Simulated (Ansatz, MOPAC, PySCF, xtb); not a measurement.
CH4 (SMILES C) and CH3NO (SMILES NC=O) are pulled apart as rigid monomers along the line of their centres of mass, from the B3LYP-D3(BJ)/def2-TZVP minimum. Starting geometry (charge 0, multiplicity 1):
```xyz
11

C     -0.01887     0.02547    -0.10358
H      0.69671     0.08020     0.71586
H      0.51196     0.02466    -1.05456
H     -0.60206    -0.89293    -0.02499
H     -0.68416     0.88923    -0.07214
N     -1.09269     0.06253     3.31590
C      0.11381     0.13948     3.92809
O      1.18151     0.17437     3.35858
H     -1.13857     0.03147     2.31000
H     -1.94385     0.03846     3.84850
H      0.02658     0.16794     5.02979
```

Interaction energies with rigid monomers; basis-set methods are counterpoise corrected unless marked otherwise.

Rows in 6-31G* carry no dispersion term and start afresh at each structure (6-31G* with six Cartesian d functions). The state that PM6 reach isn't checked.

Programs: Ansatz (Gaussian basis) for Hartree–Fock, density functionals and correlated methods; MOPAC for PM6 (differences of heats of formation); PySCF for 6-31G* rows; xtb for the GFN methods. Each number belongs to the level named beside it.

```csv
C1···H9 (Å),GFN-FF (kJ/mol),PM6 (kJ/mol),HF/6-31G* (kJ/mol),B3LYP/6-31G* (no counterpoise) (kJ/mol),wB97X-V/def2-TZVPPD (kJ/mol)
2.42,-3.4,-4.0,6.6,-4.8,-4.5
2.66,-5.0,-4.3,(withheld),-6.8,-6.3
3.02,-5.0,-2.7,-1.0,-5.3,-5.2
3.65,-3.9,-1.0,-1.0,-1.8,-2.5
4.67,(withheld),-0.3,-0.3,-0.3,-0.7
```

Question: Fill in the missing entries.

Answer: 
- 4.67, GFN-FF (kJ/mol): -2.9
- 2.66, HF/6-31G* (kJ/mol): 1.2

Ansatz is an electronic-structure program.
